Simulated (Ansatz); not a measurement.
`O=CC(F)BF` + `OCS` → `O=COCS` + `FBCF`  (substitution at a C–C bond)

Computed with Ansatz on PBE0-D4/def2-TZVP structures; ΔE is electronic, products minus reactants. CBS: MP2 limit from def2 TZ/QZ plus the TZ coupled-cluster correction, frozen cores. Functionals use def2-TZVPP. B3LYP here is the variant with VWN-RPA as its local correlation; programs differ in this. Each species was taken in one conformer, which may not be the lowest.

```
    species  B3LYP energy (Eh)
`O=CC(F)BF`         -377.96908
      `OCS`         -513.99719
   `O=COCS`         -627.38225
     `FBCF`         -264.60772
```

(1) Work out ΔE.

Largest T1 diagnostic among the species: 0.015.

## Answers

(1) ΔE = (-627.38225) + (-264.60772) − (-377.96908) − (-513.99719) = -0.02370 Eh = -0.64 eV. CCSD(T)/CBS gives -0.58 eV.
